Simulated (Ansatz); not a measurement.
Consider the formal hydrolysis of a B–Al bond: `[SiH3][BH][AlH][SiH3]` + H₂O → `OB[SiH3]` + `[AlH2][SiH3]`.

Isolated molecules relaxed with PBE0-D4/def2-TZVP in Ansatz; ΔE leaves out vibrations. CCSD(T)/CBS is the MP2 limit (def2-TZVPP, def2-QZVPP) plus CCSD(T) − MP2 in def2-TZVPP, frozen cores. This one scheme is used for every species. Functionals use def2-TZVPP. B3LYP here is the variant with VWN-RPA as its local correlation; programs differ in this. One conformer a species, not always the lowest.

```json
{"level": "PBE-D4", "ΔE (kcal/mol)": "-33.6", "difference from CCSD(T)/CBS": "1.0"}
{"level": "r2SCAN-D4", "ΔE (kcal/mol)": "-35.2", "difference from CCSD(T)/CBS": "-0.6"}
{"level": "PBE0-D4", "ΔE (kcal/mol)": "-34.0", "difference from CCSD(T)/CBS": "0.6"}
{"level": "B3LYP-D4", "ΔE (kcal/mol)": "-36.7", "difference from CCSD(T)/CBS": "-2.1"}
{"level": "ωB97X-V", "ΔE (kcal/mol)": "-36.9", "difference from CCSD(T)/CBS": "-2.3"}
{"level": "ωB97M-V", "ΔE (kcal/mol)": "-37.4", "difference from CCSD(T)/CBS": "-2.8"}
{"level": "B2PLYP", "ΔE (kcal/mol)": "-38.0", "difference from CCSD(T)/CBS": "-3.4"}
{"level": "PBE", "ΔE (kcal/mol)": "-34.4", "difference from CCSD(T)/CBS": "0.2"}
{"level": "r2SCAN", "ΔE (kcal/mol)": "-35.5", "difference from CCSD(T)/CBS": "-0.9"}
{"level": "PBE0", "ΔE (kcal/mol)": "-34.8", "difference from CCSD(T)/CBS": "-0.2"}
{"level": "B3LYP", "ΔE (kcal/mol)": "-38.0", "difference from CCSD(T)/CBS": "-3.4"}
{"level": "HF/def2-TZVPP", "ΔE (kcal/mol)": "-39.4", "difference from CCSD(T)/CBS": "-4.8"}
{"level": "MP2/def2-TZVPP", "ΔE (kcal/mol)": "-37.1", "difference from CCSD(T)/CBS": "-2.5"}
{"level": "SCS-MP2/def2-TZVPP", "ΔE (kcal/mol)": "-37.8", "difference from CCSD(T)/CBS": "-3.2"}
{"level": "CCSD/def2-TZVPP", "ΔE (kcal/mol)": "-36.0", "difference from CCSD(T)/CBS": "-1.4"}
{"level": "CCSD(T)/def2-TZVPP", "ΔE (kcal/mol)": "-35.8", "difference from CCSD(T)/CBS": "-1.2"}
{"level": "HF/def2-QZVPP", "ΔE (kcal/mol)": "-39.4", "difference from CCSD(T)/CBS": "-4.8"}
{"level": "MP2/def2-QZVPP", "ΔE (kcal/mol)": "-36.4", "difference from CCSD(T)/CBS": "-1.8"}
{"level": "SCS-MP2/def2-QZVPP", "ΔE (kcal/mol)": "-37.2", "difference from CCSD(T)/CBS": "-2.6"}
{"level": "HF/CBS(def2)", "ΔE (kcal/mol)": "-39.4", "difference from CCSD(T)/CBS": "-4.8"}
{"level": "MP2/CBS(def2)", "ΔE (kcal/mol)": "-35.9", "difference from CCSD(T)/CBS": "-1.3"}
{"level": "CCSD/CBS(def2)", "ΔE (kcal/mol)": "-34.8", "difference from CCSD(T)/CBS": "-0.2"}
{"level": "CCSD(T)/CBS", "ΔE (kcal/mol)": "-34.6", "difference from CCSD(T)/CBS": "0"}
```

Largest T1 diagnostic among the species: 0.014.

In def2-TZVPP, CCSD(T) changes the Hartree–Fock value by +3.7 kcal/mol (the triples alone add +0.2 kcal/mol) and MP2 by +2.3 kcal/mol. The D4 term adds +1.3 kcal/mol with B3LYP and +0.8 kcal/mol with PBE0; it sums over pairs of atoms, weighted by their polarisabilities, and B3LYP, whose exchange is more repulsive, gets the larger term.
